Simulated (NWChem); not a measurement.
Species: MgHOCl; SMILES [OH][Mg][Cl]

```xyz
4

Mg     0.1067     0.4183     0.0022
Cl    -0.2190    -1.7341    -0.0067
O      0.3198     2.1561     0.0132
H      0.6536     3.0419     0.0287
```
Atoms are numbered in this order, from 1.

Program: NWChem. The geometry was optimised at PBE0-D3(BJ)/def2-TZVP. Field at 589 nm.

For level B3LYP/aug-cc-pVDZ:

```
Item                              Result
--------------------------------  ------
isotropic polarisability (bohr³)    40.4
anisotropy (bohr³)                  13.2
```

What are these values for level B3LYP/def2-SVP?


- isotropic polarisability (bohr³) = 31.7
- anisotropy (bohr³) = 10.5
